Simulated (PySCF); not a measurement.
Q: Write Cartesian coordinates for InChI=1S/C2H4B2F2Si/c1-2-4(5)3-7-6/h1,3H,7H2 as optimised with PBE0-D3(BJ)/def2-SVP.

A: 
```xyz
11
C2H4B2F2Si angstrom
C      2.7823   -0.5241   -0.5159
C      1.9239   -0.3951    0.3401
B      0.7298   -0.2756    1.2934
F      0.9036    0.1640    2.5357
B     -0.7530   -0.6799    0.6150
Si    -1.7916    0.7130   -0.3842
F     -1.0002    2.1435   -0.3558
H      3.5537   -0.6292   -1.2589
H     -1.1970   -1.8058    0.6269
H     -1.9891    0.3408   -1.8181
H     -3.1249    0.9216    0.2612
```

Any rigid rotation of these coordinates is as good. Atoms count from 1 in this order. B3 (three-coordinate boron) is planar (angles 124.9°, 120.3° and 114.7°, sum 360.0°, 0.02 Å off the plane of its three neighbours). B5 (three-coordinate boron) is planar (angles 122.9°, 119.4° and 117.5°, sum 359.8°, 0.04 Å off the plane of its three neighbours). Si6 (fluorine-bound silicon) is tetrahedral (angles from 107.4° to 111.9°).

Bonds between heavy atoms (Å): C1≡C2 1.219, C2–B3 1.533, B3–F4 1.329, B3–B5 1.680, B5–Si6 2.004, Si6–F7 1.635.

Theory: PBE0-D3(BJ)/def2-SVP geometry optimisation, gas phase (PySCF).

Point group: C1 (no symmetry element, even within 0.4 Å). PBE0-D3(BJ)/def2-SVP frequencies: not computed here. One conformer, not necessarily the lowest (C2–B3–B5–Si6 -86°, B3–B5–Si6–F7 -1°).
